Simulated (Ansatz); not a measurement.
C$_{7}$H$_{18}$FN$_{2}$Ta (`C[N](C)[Ta]([CH3])([F])=[N]C(C)(C)C`), relaxed with RKS PBE-D4/def2-SVP in Ansatz 0.2.0 from a rough embedded geometry. The force threshold is 0.03 eV/Å; the program also tests the step.

Charge 0, multiplicity 1. Ta takes the def2 core potential.

Start:

```xyz
29

C    -0.967   -0.465    2.498
N    -1.589   -0.738    1.224
C    -3.057   -0.774    1.347
Ta   -1.115    0.875   -0.198
C    -0.051    2.583    0.975
F    -2.917    1.729   -0.889
N    -0.029    0.271   -1.709
C     1.206   -0.432   -1.552
C     1.893   -0.547   -2.932
C     2.164    0.416   -0.618
C     0.978   -1.777   -0.909
H     0.103   -0.362    2.388
H    -1.401    0.611    2.909
H    -1.244   -1.171    3.266
H    -3.439    0.187    1.648
H    -3.373   -1.563    1.996
H    -3.487   -1.020    0.296
H     0.643    3.146    0.262
H    -0.784    3.312    1.348
H     0.532    2.228    1.829
H     2.831   -1.096   -2.796
H     1.223   -1.196   -3.569
H     2.008    0.400   -3.373
H     2.270    1.436   -1.006
H     3.164   -0.110   -0.550
H     1.697    0.506    0.408
H     0.279   -2.358   -1.528
H     1.909   -2.371   -0.887
H     0.553   -1.721    0.119
```

```tsv
step	energy (eV)	largest force (eV/Å)	largest move (Å)
1	-14777.1960	4.291	0.000
2	-14779.0240	1.227	0.193
3	-14779.5405	0.709	0.195
4	-14779.8110	0.549	0.198
5	-14779.9931	0.528	0.191
6	-14780.1320	0.508	0.193
7	-14780.2372	0.433	0.196
8	-14780.3171	0.311	0.194
9	-14780.3802	0.265	0.194
10	-14780.4254	0.315	0.196
11	-14780.4650	0.324	0.197
12	-14780.5018	0.275	0.197
13	-14780.5290	0.252	0.199
14	-14780.5537	0.248	0.195
15	-14780.5706	0.289	0.167
16	-14780.5799	0.290	0.144
17	-14780.5875	0.206	0.110
18	-14780.5902	0.084	0.069
19	-14780.5908	0.015	0.035
```

End:

```xyz
29

C    -1.232   -1.160    2.180
N    -1.885   -0.150    1.359
C    -3.228    0.173    1.843
Ta   -1.261    0.774   -0.302
C    -0.773    2.797    0.336
F    -2.486    0.854   -1.789
N     0.340    0.054   -0.646
C     1.572   -0.505   -1.153
C     1.657   -0.270   -2.675
C     2.760    0.182   -0.447
C     1.591   -2.020   -0.856
H    -0.231   -1.392    1.772
H    -1.111   -0.806    3.231
H    -1.829   -2.103    2.216
H    -3.198    0.586    2.878
H    -3.892   -0.722    1.851
H    -3.714    0.941    1.199
H    -0.350    3.375   -0.516
H    -1.689    3.327    0.685
H    -0.027    2.825    1.157
H     2.596   -0.688   -3.093
H     0.801   -0.750   -3.190
H     1.630    0.815   -2.901
H     2.749    1.273   -0.643
H     3.726   -0.228   -0.805
H     2.700    0.031    0.650
H     0.727   -2.520   -1.338
H     2.523   -2.485   -1.238
H     1.535   -2.206    0.235
```

Hardware: 11 threads of an AMD EPYC 7R13 on a shared host and a whole NVIDIA H100 80 GB. Wall time 33 s, peak host memory 0.95 GiB.
